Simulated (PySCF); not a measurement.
CH₇Cl₂NSi₂, SMILES N(C)[Si@H](Cl)[SiH2]Cl. Heavy atoms are numbered as in [CH3:1][NH:2][Si@H:3]([Cl:4])[SiH2:5][Cl:6]. Hydrogens are named by the atom that carries them.

Coordinates come from a PBE-D3(BJ)/def2-SVP optimisation. The structure was generated by enumeration; whether it is a known compound was not checked. One conformer was computed; it need not be the lowest.

Method: PBE/def2-TZVP (PySCF).

ESP charges are fitted to the potential on shells at 1.4 to 2.0 van der Waals radii. Atomic charges (e), one atom of each kind:

```json
[
 {"atom": "C1 (CH3)", "ESP fit": "-0.21", "Mulliken": "-0.27"},
 {"atom": "N2 (NH)", "ESP fit": "-0.46", "Mulliken": "-0.36"},
 {"atom": "Si3 (SiH)", "ESP fit": "0.20", "Mulliken": "0.34"},
 {"atom": "Cl4", "ESP fit": "-0.15", "Mulliken": "-0.25"},
 {"atom": "Si5 (SiH2)", "ESP fit": "0.04", "Mulliken": "0.19"},
 {"atom": "Cl6", "ESP fit": "-0.11", "Mulliken": "-0.23"},
 {"atom": "H on C1", "ESP fit": "0.11", "Mulliken": "0.13"},
 {"atom": "H on N2", "ESP fit": "0.34", "Mulliken": "0.21"},
 {"atom": "H on Si3", "ESP fit": "-0.01", "Mulliken": "-0.01"},
 {"atom": "H on Si5", "ESP fit": "0.02", "Mulliken": "0.00"}
]
```

Computed Mayer and Wiberg (Löwdin basis) orders of the bonds:
| bond | Mayer | Wiberg |
|---|---|---|
| C1–N2 | 0.98 | 1.41 |
| N2–Si3 | 1.27 | 1.51 |
| Si3–Cl4 | 1.09 | 1.71 |
| Si3–Si5 | 0.90 | 1.08 |
| Si5–Cl6 | 1.12 | 1.80 |
